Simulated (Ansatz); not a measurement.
Consider the redistribution: `CCB(O)O` + `C=CCO[SiH3]` → `C=CCOB(O)O` + `CC[SiH3]`.

Program: Ansatz. Geometries: PBE0-D4/def2-TZVP. ΔE: electronic, gas phase. CCSD(T)/CBS adds triple-zeta CCSD(T) − MP2 to the extrapolated MP2 energy (def2 sets, frozen cores). Functionals use def2-TZVPP. Each species was taken in one conformer, which may not be the lowest.

`CCB(O)O`:

Cartesian coordinates in Å:
```
C 0.581 1.282 0.602
C 0.488 0.297 -0.557
B -0.473 -0.931 -0.340
O -1.192 -1.142 0.807
O -0.608 -1.845 -1.341
H 1.263 2.107 0.386
H -0.392 1.728 0.832
H 0.949 0.799 1.514
H 1.482 -0.096 -0.800
H 0.169 0.815 -1.469
H -1.050 -0.462 1.469
H -1.216 -2.551 -1.103
```

`C=CCO[SiH3]`:

Cartesian coordinates in Å:
```
C -1.095 0.201 2.333
C -1.115 -0.235 1.083
C 0.099 -0.379 0.232
O -0.112 0.271 -1.008
Si 1.037 0.313 -2.182
H -1.998 0.264 2.928
H -0.169 0.510 2.810
H -2.051 -0.528 0.615
H 0.301 -1.447 0.057
H 0.971 0.041 0.749
H 1.410 -1.065 -2.609
H 2.270 0.991 -1.692
H 0.452 1.063 -3.316
```

`C=CCOB(O)O`:

```xyz
14

C     2.725    0.584   -0.409
C     1.438    0.560   -0.719
C     0.453   -0.380   -0.116
O    -0.649    0.354    0.396
B    -1.887   -0.205    0.494
O    -2.919    0.532    1.007
O    -2.110   -1.489    0.086
H     3.415    1.261   -0.898
H     3.137   -0.080    0.345
H     1.041    1.241   -1.468
H     0.100   -1.094   -0.869
H     0.920   -0.953    0.691
H    -2.637    1.415    1.257
H    -3.027   -1.745    0.203
```

`CC[SiH3]`:

```xyz
11

C     0.410   -0.739   -1.142
C     0.429    0.507   -0.262
Si   -0.670    0.366    1.253
H     1.059   -0.626   -2.014
H    -0.597   -0.954   -1.508
H     0.750   -1.621   -0.592
H     0.109    1.385   -0.833
H     1.448    0.722    0.077
H    -0.240   -0.780    2.101
H    -2.084    0.133    0.847
H    -0.614    1.607    2.073
```

Q: Is it downhill or uphill in electronic energy at CCSD(T)/CBS, and by how much? (An estimate is asked.)

A: Computed: Downhill: ΔE = -28.0 kJ/mol.

Q: What do these levels give: PBE0-D4, B2PLYP, PBE0, MP2/def2-TZVPP, MP2/def2-QZVPP, SCS-MP2/def2-QZVPP? (Estimate.)

A: Computed: PBE0-D4 -33.3, B2PLYP -28.2, PBE0 -33.3, MP2/def2-TZVPP -27.3, MP2/def2-QZVPP -26.1, SCS-MP2/def2-QZVPP -25.3 kJ/mol.

Largest T1 diagnostic among the species: 0.012.
